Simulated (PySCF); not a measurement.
Sm²⁺ (samarium, charge +2): LDA calculation

Configuration: [Xe] 4f6, high-spin 7F determinant. Computed with PySCF 2.14 in cc-pVDZ-X2C, with scalar relativity by spin-free X2C-1e.

| Quantity | Value |
| --- | --- |
| Total energy | -10417.96 hartree |
| One-electron energy | -14217.33 hartree |
| Hartree (Coulomb) energy | 4029.96 hartree |
| Exchange-correlation energy | -230.59 hartree |
| ⟨S²⟩ | 12.0032 |
| ⟨L²⟩ | 12.009 |
| Sum of ⟨r⟩ | 35.20 bohr |
| Sum of ⟨r²⟩ | 40.51 bohr² |
| Traceless quadrupole moment −½Σ⟨3z² − r²⟩ along its main axis | -0.350 e·bohr² |
| Langevin diamagnetic susceptibility | -32.1 ×10⁻⁶ cm³/mol |

| shell | electrons | mean orbital energy (eV) | spread (eV) | rms radius, mean of both spins (bohr) |
| --- | --- | --- | --- | --- |
| 1s α | 1 | -46522.0 | 0 | 0.0259 |
| 1s β | 1 | -46522.0 | 0 | 0.0259 |
| 2s α | 1 | -7614.9 | 0 | 0.105 |
| 2s β | 1 | -7614.8 | 0 | 0.105 |
| 2p α | 3 | -6809.4 | 0.243 | 0.0941 |
| 2p β | 3 | -6809.3 | 0.252 | 0.0941 |
| 3s α | 1 | -1679.2 | 0 | 0.272 |
| 3s β | 1 | -1677.3 | 0 | 0.272 |
| 3p α | 3 | -1426.3 | 1.219 | 0.272 |
| 3p β | 3 | -1424.4 | 1.509 | 0.272 |
| 3d α | 5 | -1077.1 | 1.012 | 0.250 |
| 3d β | 5 | -1075.7 | 1.183 | 0.250 |
| 4s α | 1 | -344.84 | 0 | 0.616 |
| 4s β | 1 | -340.24 | 0 | 0.616 |
| 4p α | 3 | -261.33 | 1.813 | 0.654 |
| 4p β | 3 | -256.73 | 2.543 | 0.654 |
| 4d α | 5 | -142.85 | 1.615 | 0.725 |
| 4d β | 5 | -138.29 | 2.169 | 0.725 |
| 5s α | 1 | -57.400 | 0 | 1.50 |
| 5s β | 1 | -54.832 | 0 | 1.50 |
| 5p α | 3 | -37.223 | 0.647 | 1.76 |
| 5p β | 3 | -35.279 | 0.982 | 1.76 |
| 4f α | 6 | -16.817 | 1.605 | 1.12 |

Spin-orbit coupling, absent here, splits the open shell strongly.

Densities and radii are taken from the X2C orbitals without a picture-change correction, which distorts them close to the nucleus.
